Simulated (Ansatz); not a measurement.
The cluster AlB3⁺. The state is a doublet with charge 1. Geometry PBE0-D4/def2-TZVP.

```xyz
4

B    -0.500   -0.221   -0.631
B     0.605   -0.059    0.572
B     0.506   -1.349   -0.281
Al   -0.611    1.630    0.340
```

At PBE-D4/def2-TZVP, r2SCAN-D4/def2-TZVP, PBE0-D4/def2-TZVP, r2SCAN0-D4/def2-TZVP and others the charge 1 doublet is spin-contaminated (final ⟨S²⟩ up to 1.51, 0.75 for a pure state). The geometry of the doublet was relaxed on an unsound state (⟨S²⟩ 1.32, where a pure state has 0.75). Another isomer (doublet) lies 0.42 eV lower at PBE0-D4/def2-TZVP; other spin states weren't run for this one.

Q: Estimate the α-spin orbital energies around the gap (eV) in Ansatz with PBE-D4/def2-TZVP, r2SCAN-D4/def2-TZVP, PBE0-D4/def2-TZVP, r2SCAN0-D4/def2-TZVP, ωB97X-V/def2-TZVP.

A: 
```tsv
orbital	PBE-D4/def2-TZVP	r2SCAN-D4/def2-TZVP	PBE0-D4/def2-TZVP	r2SCAN0-D4/def2-TZVP	ωB97X-V/def2-TZVP
HOMO−9	-114.62	-118.17	-121.38	-123.92	-123.04
HOMO−8	-76.64	-78.43	-81.38	-82.72	-83.45
HOMO−7	-76.59	-78.38	-81.35	-82.70	-83.41
HOMO−6	-76.51	-78.34	-81.33	-82.68	-83.38
HOMO−5	-21.88	-22.59	-23.98	-24.42	-26.95
HOMO−4	-16.78	-17.32	-18.45	-18.73	-21.08
HOMO−3	-14.45	-14.69	-15.62	-15.82	-17.93
HOMO−2	-12.62	-12.78	-13.56	-13.67	-15.75
HOMO−1	-12.41	-12.58	-13.19	-13.46	-15.13
HOMO	-11.76	-11.99	-12.84	-13.02	-15.00
LUMO	-10.61	-10.66	-10.08	-9.81	-8.10
LUMO+1	-9.66	-8.22	-7.66	-7.53	-5.63
LUMO+2	-8.18	-8.05	-7.61	-7.17	-5.49
LUMO+3	-6.74	-6.47	-5.83	-5.67	-3.66
LUMO+4	-6.27	-6.43	-5.81	-5.64	-3.63
LUMO+5	-5.26	-4.78	-4.25	-3.92	-2.07
β HOMO	-12.17	-12.47	-13.20	-13.42	-15.25
β LUMO	-10.67	-10.56	-9.89	-9.78	-7.90
```
